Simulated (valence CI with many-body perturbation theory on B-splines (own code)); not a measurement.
Ge27+: electric-dipole lines

Level of theory: valence CI with perturbative core correlation (CI+MBPT): three valence electrons over a frozen Dirac-Fock core [He], radial functions for each j: 11 s, 11 p, 9 d, 7 f, 5 g, 2 h, 1 i, with the one-electron correlation potential Σ1 (screened to all orders), the two-electron term Σ2, the three-electron term Σ3, Breit, model QED; selected single and double excitations, second order for the rest (own B-spline code, finite nucleus).

No measured spectrum was set against this ion. As an estimate, large intervals hold to a few tenths of a per cent, small ones and those within an open d or f shell to about a per cent.

Lines 201 to 249 of 249 in falling wavelength, among levels below 15001 × 10³ cm⁻¹, chosen from the strongest by gf and those to the six lowest levels. Wavelengths and rates use the calculated energies. Electric multipoles are in the length gauge, E1 and E2 with the static RPA response of the core. Weak lines are less certain than strong ones. Lines between different terms over intervals too small for the method are left out, as are lines whose strength nearly cancels. The highest levels of a list are the least certain.

Levels are named by their leading jj configuration (3d3/2^4 stands for four electrons in 3d with j = 3/2), which in mixed levels can hold well under half, so a name can repeat and another be missing. Letters in brackets count levels of one name in rising energy.

| λ vac (nm) | Upper | Lower | A (s⁻¹) | S (a.u.) with core polarisation | S without |
| --- | --- | --- | --- | --- | --- |
| 0.7240 | (2p1/2 2p3/2 3p3/2) J=3/2 [b] | (2s 2p1/2 2p3/2) J=3/2 [b] | 5.90e+12 | 4.42e-03 | 4.42e-03 |
| 0.7236 | (2s 2p1/2 3p1/2) J=1/2 [b] | (2s^2 2p1/2) J=1/2 | 1.01e+13 | 3.79e-03 | 3.78e-03 |
| 0.7229 | (2s 2p1/2 3p3/2) J=1/2 | (2s^2 2p1/2) J=1/2 | 1.05e+13 | 3.90e-03 | 3.89e-03 |
| 0.7226 | (2p1/2 2p3/2 3p3/2) J=5/2 [b] | (2s 2p1/2 2p3/2) J=3/2 [b] | 5.64e+12 | 6.30e-03 | 6.29e-03 |
| 0.7225 | (2s 2p3/2 3p3/2) J=5/2 [a] | (2s^2 2p3/2) J=3/2 | 1.53e+13 | 1.71e-02 | 1.70e-02 |
| 0.7212 | (2s 2p3/2 3p3/2) J=1/2 [a] | (2s^2 2p3/2) J=3/2 | 1.91e+13 | 7.06e-03 | 7.05e-03 |
| 0.7209 | (2s 2p3/2 3d3/2) J=5/2 [b] | (2s 2p1/2 2p3/2) J=3/2 [a] | 1.51e+11 | 1.67e-04 | 1.67e-04 |
| 0.7207 | (2s 2p1/2 3p3/2) J=3/2 [b] | (2s^2 2p1/2) J=1/2 | 1.48e+13 | 1.09e-02 | 1.09e-02 |
| 0.7201 | (2p1/2 2p3/2 3p1/2) J=3/2 [a] | (2s 2p1/2 2p3/2) J=5/2 | 1.18e+12 | 8.67e-04 | 8.66e-04 |
| 0.7180 | (2p1/2^2 3p1/2) J=1/2 | (2s 2p1/2^2) J=1/2 | 6.59e+12 | 2.41e-03 | 2.40e-03 |
| 0.7178 | (2p1/2 2p3/2 3p1/2) J=5/2 | (2s 2p1/2 2p3/2) J=5/2 | 4.11e+12 | 4.51e-03 | 4.50e-03 |
| 0.7172 | (2s 2p3/2 3d5/2) J=3/2 [b] | (2s 2p1/2 2p3/2) J=3/2 [a] | 3.26e+11 | 2.37e-04 | 2.37e-04 |
| 0.7166 | (2p1/2 2p3/2 3p3/2) J=5/2 [a] | (2s 2p1/2 2p3/2) J=5/2 | 1.82e+12 | 1.98e-03 | 1.98e-03 |
| 0.7164 | (2p1/2 2p3/2 3p1/2) J=1/2 | (2s 2p1/2 2p3/2) J=3/2 [a] | 5.58e+12 | 2.02e-03 | 2.02e-03 |
| 0.7147 | (2p1/2 2p3/2 3p1/2) J=3/2 [a] | (2s 2p1/2 2p3/2) J=3/2 [a] | 4.50e+12 | 3.24e-03 | 3.24e-03 |
| 0.7136 | (2s 2p3/2 3p1/2) J=3/2 [a] | (2s^2 2p1/2) J=1/2 | 2.31e+11 | 1.66e-04 | 1.65e-04 |
| 0.7133 | (2p1/2 2p3/2 3p3/2) J=7/2 | (2s 2p1/2 2p3/2) J=5/2 | 8.75e+12 | 1.25e-02 | 1.25e-02 |
| 0.7132 | (2p1/2^2 3s) J=1/2 | (2s^2 2p3/2) J=3/2 | 2.01e+12 | 7.20e-04 | 7.19e-04 |
| 0.7124 | (2p1/2 2p3/2 3p1/2) J=5/2 | (2s 2p1/2 2p3/2) J=3/2 [a] | 2.44e+12 | 2.62e-03 | 2.61e-03 |
| 0.7124 | (2p1/2^2 3p3/2) J=3/2 | (2s 2p1/2^2) J=1/2 | 8.25e+12 | 5.89e-03 | 5.88e-03 |
| 0.7122 | (2p1/2 2p3/2 3p1/2) J=3/2 [b] | (2s 2p1/2 2p3/2) J=5/2 | 1.06e+13 | 7.56e-03 | 7.55e-03 |
| 0.7118 | (2s 2p3/2 3d3/2) J=3/2 [b] | (2s 2p1/2^2) J=1/2 | 2.22e+11 | 1.58e-04 | 1.57e-04 |
| 0.7117 | (2s 2p3/2 3p1/2) J=3/2 [b] | (2s^2 2p3/2) J=3/2 | 4.64e+12 | 3.30e-03 | 3.30e-03 |
| 0.7117 | (2s 2p3/2 3p1/2) J=1/2 | (2s^2 2p3/2) J=3/2 | 5.46e+12 | 1.94e-03 | 1.94e-03 |
| 0.7113 | (2p1/2 2p3/2 3p3/2) J=5/2 [a] | (2s 2p1/2 2p3/2) J=3/2 [a] | 7.07e+12 | 7.53e-03 | 7.52e-03 |
| 0.7106 | (2s 2p3/2 3p3/2) J=3/2 [a] | (2s^2 2p1/2) J=1/2 | 3.61e+11 | 2.56e-04 | 2.55e-04 |
| 0.7106 | (2p1/2 2p3/2 3p3/2) J=1/2 | (2s 2p1/2 2p3/2) J=3/2 [a] | 3.78e+12 | 1.34e-03 | 1.34e-03 |
| 0.7095 | (2p1/2 2p3/2 3p3/2) J=5/2 [b] | (2s 2p1/2 2p3/2) J=5/2 | 4.11e+12 | 4.35e-03 | 4.35e-03 |
| 0.7094 | (2p1/2 2p3/2 3p3/2) J=3/2 [a] | (2s 2p1/2 2p3/2) J=3/2 [a] | 2.54e+12 | 1.79e-03 | 1.79e-03 |
| 0.7089 | (2s 2p3/2 3p3/2) J=5/2 [b] | (2s^2 2p3/2) J=3/2 | 3.57e+12 | 3.76e-03 | 3.76e-03 |
| 0.7086 | (2s 2p3/2 3d5/2) J=3/2 [b] | (2s 2p1/2^2) J=1/2 | 5.01e+11 | 3.52e-04 | 3.51e-04 |
| 0.7078 | (2s 2p3/2 3p3/2) J=3/2 [b] | (2s^2 2p3/2) J=3/2 | 4.64e+12 | 3.25e-03 | 3.24e-03 |
| 0.7069 | (2p1/2 2p3/2 3p1/2) J=3/2 [b] | (2s 2p1/2 2p3/2) J=3/2 [a] | 1.52e+12 | 1.06e-03 | 1.06e-03 |
| 0.7062 | (2s 2p3/2 3p3/2) J=1/2 [a] | (2s^2 2p1/2) J=1/2 | 1.69e+12 | 5.87e-04 | 5.86e-04 |
| 0.7056 | (2p1/2 2p3/2 3p3/2) J=3/2 [b] | (2s 2p1/2 2p3/2) J=3/2 [a] | 1.45e+12 | 1.00e-03 | 1.00e-03 |
| 0.7027 | (2p1/2 2p3/2 3s) J=3/2 [a] | (2s^2 2p3/2) J=3/2 | 5.21e+11 | 3.57e-04 | 3.56e-04 |
| 0.7022 | (2p1/2 2p3/2 3p3/2) J=1/2 | (2s 2p1/2^2) J=1/2 | 1.07e+12 | 3.65e-04 | 3.65e-04 |
| 0.7011 | (2p1/2 2p3/2 3p3/2) J=3/2 [a] | (2s 2p1/2^2) J=1/2 | 1.09e+12 | 7.44e-04 | 7.43e-04 |
| 0.6995 | (2p1/2 2p3/2 3s) J=1/2 | (2s^2 2p3/2) J=3/2 | 7.53e+11 | 2.54e-04 | 2.54e-04 |
| 0.6991 | (2p1/2 2p3/2 3s) J=5/2 | (2s^2 2p3/2) J=3/2 | 4.97e+11 | 5.03e-04 | 5.02e-04 |
| 0.6971 | (2s 2p3/2 3p1/2) J=1/2 | (2s^2 2p1/2) J=1/2 | 1.14e+12 | 3.81e-04 | 3.81e-04 |
| 0.6967 | (2p1/2 2p3/2 3s) J=3/2 [b] | (2s^2 2p3/2) J=3/2 | 7.65e+11 | 5.10e-04 | 5.10e-04 |
| 0.6933 | (2s 2p3/2 3p3/2) J=3/2 [b] | (2s^2 2p1/2) J=1/2 | 5.76e+11 | 3.79e-04 | 3.78e-04 |
| 0.6910 | (2s 2p3/2 3p3/2) J=1/2 [b] | (2s^2 2p1/2) J=1/2 | 1.04e+12 | 3.38e-04 | 3.38e-04 |
| 0.6854 | (2p1/2 2p3/2 3s) J=1/2 | (2s^2 2p1/2) J=1/2 | 7.33e+11 | 2.33e-04 | 2.33e-04 |
| 0.6854 | (2p3/2^2 3s) J=5/2 | (2s^2 2p3/2) J=3/2 | 1.67e+11 | 1.59e-04 | 1.59e-04 |
| 0.6836 | (2p3/2^2 3s) J=3/2 | (2s^2 2p3/2) J=3/2 | 5.14e+11 | 3.24e-04 | 3.24e-04 |
| 0.6827 | (2p1/2 2p3/2 3s) J=3/2 [b] | (2s^2 2p1/2) J=1/2 | 3.77e+11 | 2.37e-04 | 2.36e-04 |
| 0.6771 | (2p1/2^2 3d3/2) J=3/2 | (2s^2 2p1/2) J=1/2 | 3.21e+11 | 1.97e-04 | 1.97e-04 |
